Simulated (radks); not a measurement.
All-electron atom: the aluminium ion Al3+ in [He] 2s2 2p5.75 3d0.25 (fractional occupations, a model configuration). All-electron calculation, scalar-relativistic Kohn-Sham, r2SCAN, spin-polarised, spherical densities, finite nucleus; open shells are filled with parallel spins first; meta-GGA in the generalised Kohn-Sham scheme; Fermi nuclear charge, rms radius 3.061 fm. Program: a radial shooting solver on a logarithmic mesh with Libxc functionals.

Normalised radial functions P(r) = r R(r), r in bohr:

r          1s up   2p up
0.004378  0.3804  0.0014
0.00561   0.4792  0.0022
0.00719   0.6010  0.0036
0.009213  0.7493  0.0058
0.01181   0.9275  0.0093
0.01513   1.1371  0.0148
0.01939   1.3775  0.0236
0.02484   1.6431  0.0373
0.03184   1.9217  0.0585
0.0408    2.1918  0.0907
0.05228   2.4212  0.1384
0.067     2.5680  0.2074
0.08585   2.5867  0.3035
0.11      2.4402  0.4314
0.141     2.1188  0.5914
0.1807    1.6559  0.7773
0.2315    1.1329  0.9709
0.2967    0.6570  1.1389
0.3802    0.3109  1.2399
0.4872    0.1131  1.2333
0.6243    0.0295  1.1037
0.8064    0.0048  0.8627
1.033     0.0005  0.5819
1.324     0.0000  0.3245
1.697     0.0000  0.1428
2.175     0.0000  0.0467
2.787     0.0000  0.0105
3.571     0.0000  0.0014
4.576     0.0000  0.0001
5.864     0.0000  0.0000
7.515     0.0000  0.0000
9.63      0.0000  0.0000

1s up: eigenvalue -1564.9 eV, 0 radial nodes, <r> = 0.120 bohr, 90 % of the charge inside 0.215 bohr. 2p up: eigenvalue -111.80 eV, 0 radial nodes, <r> = 0.588 bohr, 90 % of the charge inside 0.986 bohr.
